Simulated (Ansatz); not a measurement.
Relaxation of C2H9BClN (14 atoms, charge 0, multiplicity 1), to a largest force component of 0.03 eV/Å in at most 50 steps.

All numbers below come from RKS r2SCAN/def2-SVP (Ansatz).

```xyz
14
Properties=species:S:1:pos:R:3:forces:R:3
B 0.040 0.720 -0.356 0.07 1.92 0.45
Cl -0.081 -0.629 2.400 -0.03 0.83 0.01
C 1.401 -0.001 -0.682 0.05 0.04 0.01
H 1.338 -1.097 -0.592 -0.02 0.01 0.01
H 1.653 0.212 -1.739 -0.01 -0.01 0.01
H 2.251 0.347 -0.074 0.01 0.00 0.00
C -1.354 0.140 -0.797 -0.03 -0.01 0.04
H -1.494 -0.885 -0.415 0.00 0.00 -0.01
H -2.222 0.743 -0.486 -0.01 0.00 -0.01
H -1.378 0.060 -1.899 -0.01 0.00 -0.01
N 0.083 2.068 0.265 -0.05 -1.97 -0.58
H 0.955 2.552 0.454 -0.03 0.00 0.00
H -0.742 2.651 0.353 0.00 0.01 0.00
H -0.096 0.646 2.000 0.05 -0.82 0.08
```

Question: Where does it end, and by what steps?

Answer: The run converged. The force dipped under the threshold on the way, but the program's further checks kept it going. After 11 steps the energy has fallen by 0.204 eV; Cl2 moved furthest, 0.64 Å.

```csv
step,energy less start (eV),largest force component (eV/Å),accepted
0,0.0000,1.975,yes
1,-0.1008,1.064,yes
2,-0.1617,0.613,yes
3,-0.1829,0.473,yes
4,-0.1969,0.156,yes
5,-0.1999,0.127,yes
6,-0.2012,0.068,yes
7,-0.2021,0.094,yes
8,-0.2028,0.055,yes
9,-0.2036,0.015,yes
10,-0.2039,0.073,yes
11,-0.2042,0.026,yes
```

```xyz
14
Properties=species:S:1:pos:R:3
B 0.056 0.738 -0.434
Cl -0.196 -0.239 2.889
C 1.416 0.047 -0.828
H 1.394 -1.029 -0.579
H 1.555 0.094 -1.923
H 2.310 0.487 -0.356
C -1.334 0.172 -0.916
H -1.530 -0.784 -0.396
H -2.193 0.834 -0.720
H -1.322 -0.071 -1.992
N 0.080 1.868 0.429
H 0.945 2.323 0.707
H -0.745 2.429 0.620
H -0.079 0.659 1.933
```

Whether the end is a true minimum wasn't checked by a vibrational analysis.

The run took 24 s on 4 threads of Arm Neoverse V2, on a shared host, peak memory 0.2 GiB.
